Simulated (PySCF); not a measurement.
# Structure from 2D NMR

Compound of formula C8H10Si. Correlations simulated from computed shifts and the bond graph:

HSQC (one-bond C–H):
```tsv
δH	δC
7.03	158.8
6.54	125.8
6.45	136.3
3.25	34.4
2.21	78.6
1.28	23.1
```

COSY cross peaks (H two or three bonds apart, from the bond graph; peaks can be absent where the dihedral angle is near 90°):
```tsv
δH	δH
7.03	6.45
6.54	4.72
6.54	4.71
6.45	4.72
6.45	4.71
4.72	4.71
3.25	1.28
```

HMBC (two and three bonds, from the bond graph):
```tsv
δH	δC
7.03	171.1, 136.3, 125.8, 34.4
6.54	171.1, 158.8, 136.3, 34.4
6.45	171.1, 158.8, 125.8
4.72	171.1, 158.8, 136.3, 125.8
4.71	171.1, 158.8, 136.3, 125.8
3.25	171.1, 158.8, 125.8, 88.8, 78.6, 23.1
2.21	88.8, 34.4
1.28	171.1, 88.8, 34.4
```

Carbons without hydrogens: δ 171.1, 88.8.

Level of theory: geometry from PBE0-D3(BJ)/def2-SVP, shieldings: GIAO PBE0/pcSseg-1, in PySCF 2.14 (non-relativistic Hamiltonian, single conformer, equivalent nuclei averaged, no solvent model).

References, each an isolated molecule treated in the same way: TMS for 1H (σ = 31.27 ppm), 13C (σ = 184.41 ppm).

Exchangeable hydrogens are left out of these lists.

Work out the connectivity.

Answers

SMILES C#C[C@H](C)C1=C[SiH2]C=C1.

Atoms are numbered as in `[CH:1]#[C:2][C@H:3]([CH3:4])[C:5]1=[CH:6][SiH2:7][CH:8]=[CH:9]1`; H(Xn) means a hydrogen on atom n. Ha(Si7) is pro-R; Hb(Si7) is pro-S.

- δC 171.1 is C5, a fully substituted alkene carbon.
- δC 158.8 is C9, an alkene CH (δH 7.03).
- δC 136.3 is C8, an alkene CH (δH 6.45).
- δC 125.8 is C6, an alkene CH (δH 6.54).
- δC 88.8 is C2, an alkyne carbon.
- δC 78.6 is C1, a terminal alkyne carbon (δH 2.21).
- δC 34.4 is C3, an allylic sp3 CH (δH 3.25).
- δC 23.1 is C4, a methyl carbon (δH 1.28).
- HMBC from δH 7.03 reaches the proton-free carbon C5.
- HMBC from δH 6.54 reaches the proton-free carbon C5.
- HMBC from δH 6.45 reaches the proton-free carbon C5.
- HMBC from δH 4.72 reaches the proton-free carbon C5.
- COSY links 7.03–6.45, 6.54–4.72, 6.54–4.71, 6.45–4.72, 6.45–4.71, 4.72–4.71.

This is the structure that produced the data.

Shifts are as computed. Against solution values, carbons near 30 ppm lie about +2 ppm off and those near 130 ppm about +5 ppm. Of 1211 compounds with measured shifts, 218 miss one by over three times the rms of a fit or turn the order of signals round; such compounds aren't used in these exercises.
